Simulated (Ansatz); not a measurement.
Start from `FC(F)(F)C[O][Sn]([Cl])([Cl])[Cl]` and change one atom or group to get `FCC(F)(F)OCC(F)(F)F`.

Ansatz, PBE0-D4/def2-TZVP geometries, multiplicity 1. Each molecule was computed in one conformer, which needn't be the lowest.

Elements past krypton have def2 core potentials.

```
                                      property  `FC(F)(F)C[O][Sn]([Cl])([Cl])[Cl]`
             HOMO energy (PBE/def2-TZVPP) / eV                               -7.60
         HOMO energy (ωB97M-V/def2-TZVPP) / eV                              -11.69
       HOMO–LUMO gap (ωB97M-V/def2-TZVPP) / eV                               10.68
size of the dipole moment (PBE/def2-TZVPP) / D                                1.63
           HOMO energy (B3LYP/def2-TZVPP) / eV                               -9.02
            HOMO energy (PBE0/def2-TZVPP) / eV                               -9.28
```

What does the change do to each property? (Estimate.)

Ansatz gave: 
```tsv
property	`FCC(F)(F)OCC(F)(F)F`	shift
HOMO energy (PBE/def2-TZVPP) / eV	-7.99	-0.39
HOMO energy (ωB97M-V/def2-TZVPP) / eV	-12.26	-0.57
HOMO–LUMO gap (ωB97M-V/def2-TZVPP) / eV	14.97	4.29
size of the dipole moment (PBE/def2-TZVPP) / D	0.41	-1.22
HOMO energy (B3LYP/def2-TZVPP) / eV	-9.56	-0.54
HOMO energy (PBE0/def2-TZVPP) / eV	-9.80	-0.52
```

With PBE0 the HOMO falls by 0.52 eV and the LUMO rises by 4.26 eV, so the gap widens by about 4.78 eV. PBE moves the HOMO by -0.39 eV and ωB97M-V by -0.57 eV. Dipoles are sizes alone; their direction can turn.

Positive LUMOs are unbound, so they and the gaps depend on the basis.

B3LYP here is the variant with VWN-RPA as its local correlation; programs differ in this.
